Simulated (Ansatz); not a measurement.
Species: TaF$_{3}$ (charge 0, triplet). This is an excited triplet: at this geometry the singlet lies 0.33 eV lower at RI-MP2/CBS(def2-TZVPPD,def2-QZVPPD)+[CCSD(T)-MP2]/def2-SVPD. 
Structure (B3LYP-D3(BJ)/def2-TZVP (Ansatz, a program for electronic structure) minimum search):
SMILES: [F][Ta]([F])[F]
```xyz
4

Ta     0.0300    -0.0255     0.0389
F      1.7981    -0.2536    -0.5537
F     -1.0364    -0.3936     1.5410
F     -1.0048     0.8538    -1.3026
```
Charge 0, spin multiplicity 3.

Basis-set convergence of Hartree-Fock and CCSD correlation energies (hartree) with Ansatz. Cores are frozen in the correlated levels unless marked. UHF or UKS for open shells. No spin-orbit coupling. The frozen core is the preceding noble-gas configuration, with the filled d and f shells of earlier blocks. In def2 rows, elements after Kr have scalar-relativistic effective core potentials.

```tsv
basis	functions	E(HF)	E(corr, CCSD)
def2-SVP	74	-354.63481	-0.66087
def2-TZVPP	149	___	___
```

Problem. Fill in the missing entries.

Solution. 
- def2-TZVPP, E(HF): -355.03527
- def2-TZVPP, E(corr, CCSD): -0.86897
